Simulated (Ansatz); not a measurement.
Species: CH$_{3}$BF, charge 0, multiplicity 2. It need not be the lowest isomer of its formula. SMILES: C[B]F
Geometry: optimised at B3LYP-D3(BJ)/def2-TZVP (Ansatz, a program for electronic structure).

Atomisation energy built up term by term with Ansatz (kcal/mol; UHF references for open shells; valence terms freeze the core; atomic spin-orbit terms are left out). CBS(X,Y): correlation extrapolated as X^-3; Hartree-Fock from the larger set.

```csv
term,basis,kcal/mol
Hartree-Fock,cc-pVQZ,(withheld)
CCSD correlation,"CBS(cc-pVTZ,cc-pVQZ)",(withheld)
(T),"CBS(cc-pVTZ,cc-pVQZ)",7.37
core correlation,cc-pwCVTZ,2.27
scalar relativity (X2C),cc-pVTZ-DK against cc-pVTZ,-0.44
sum: De,,(withheld)
```

Some entries are withheld; supply them.


- Hartree-Fock, kcal/mol: 423.36
- CCSD correlation, kcal/mol: 109.77
- sum: De, kcal/mol: 542.3
